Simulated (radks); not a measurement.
Problem. Calculated with a radial shooting solver on a logarithmic mesh with Libxc functionals: non-relativistic Kohn-Sham, LDA (Slater exchange, Perdew-Wang correlation), spin-polarised, spherical densities, point nucleus; open shells are filled with parallel spins first (spin-orbit coupling, left out, can overturn this in heavy ions). Response by self-consistent Sternheimer equations with the Hartree and adiabatic LDA kernel. For heavy and open-shell atoms this level of theory can miss by tens of per cent. Estimate the static dipole polarisabilities of Tc+ ([Kr] 4d5 5s1) and Se ([Ar] 3d10 4s2 4p4) and the C6 coefficients of the three pairs.

Solution. alpha = 35.88 and 27.53 bohr^3; C6 = 260.7 (Tc+-Tc+), 242.3 (Tc+-Se), 230.3 (Se-Se) hartree bohr^6.
